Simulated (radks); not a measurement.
Q: All-electron atom: Os- in [Xe] 4f14 5d7 6s2. Calculated with a radial shooting solver on a logarithmic mesh with Libxc functionals: scalar-relativistic Kohn-Sham, r2SCAN, spin-polarised, spherical densities, finite nucleus; open shells are filled with parallel spins first (spin-orbit coupling, left out, can overturn this in heavy ions); meta-GGA in the generalised Kohn-Sham scheme; Fermi nuclear charge, rms radius 5.4126 fm; hard spherical wall at 15 bohr. Some entries of the table are withheld. Estimate them.

| orbital | occ. | eigenvalue (eV) | <r^2> (bohr^2) | r(max) (bohr) |
|---|---|---|---|---|
| 1s down | 1 | -73933.90 | 0.0004336 | 0.01103 |
| 1s up | 1 | -73933.89 | 0.0004336 | 0.01103 |
| 2s up | 1 | -12896.50 | 0.006641 | 0.06338 |
| 2s down | 1 | -12896.26 | 0.006641 | 0.06338 |
| 2p up | 3 | -11227.16 | 0.005534 | 0.05219 |
| 2p down | 3 | -11226.98 | 0.005534 | 0.05219 |
| 3s up | 1 | -3005.046 | 0.04291 | 0.1786 |
| 3s down | 1 | -3005.023 | 0.04291 | 0.1786 |
| 3p up | 3 | -2512.616 | 0.04383 | 0.1772 |
| 3p down | 3 | -2512.574 | 0.04383 | 0.1772 |
| 3d up | 5 | -1961.193 | 0.03639 | 0.1446 |
| 3d down | 5 | -1961.055 | 0.03639 | 0.1446 |
| 4s up | 1 | -633.5604 | 0.2104 | 0.4048 |
| 4s down | 1 | -633.3682 | 0.2104 | 0.4049 |
| 4p up | 3 | -471.3239 | 0.2396 | 0.4250 |
| 4p down | 3 | -471.1568 | 0.2397 | 0.4250 |
| 4d up | 5 | -268.7945 | 0.2767 | 0.4347 |
| 4d down | 5 | -268.5930 | 0.2765 | 0.4347 |
| 5s up | 1 | -85.7796 | 1.154 | 0.9162 |
| 5s down | 1 | -84.2500 | 1.139 | 0.9135 |
| 5p up | 3 | -44.8425 | 1.579 | 1.034 |
| 4f up | 7 | -44.2452 | 0.3843 | 0.4068 |
| 4f down | 7 | -43.9016 | 0.3802 | 0.4068 |
| 5p down | 3 | -42.7946 | 1.550 | 1.029 |
| 6s up | 1 | -0.5238 | (1) | 2.538 |
| 5d up | 5 | 0.2721 | 4.539 | 1.369 |
| 6s down | 1 | 0.4569 | (2) | 2.764 |
| 5d down | 2 | 2.5383 | 7.495 | 1.359 |
| 6p down | 0 | 3.0692 | 72.77 | 9.003 |
| 6p up | 0 | 3.2156 | 66.98 | 8.535 |
| 7s down | 0 | 3.3463 | (3) | 10.29 |
| 7s up | 0 | 3.4058 | (4) | 9.978 |
| 5f down | 0 | 4.9624 | 114.4 | 10.93 |
| 5f up | 0 | 5.1386 | 113.2 | 10.89 |

A: 
(1) 6s up <r^2> (bohr^2): 12.15
(2) 6s down <r^2> (bohr^2): 16.91
(3) 7s down <r^2> (bohr^2): 99.07
(4) 7s up <r^2> (bohr^2): 96.89
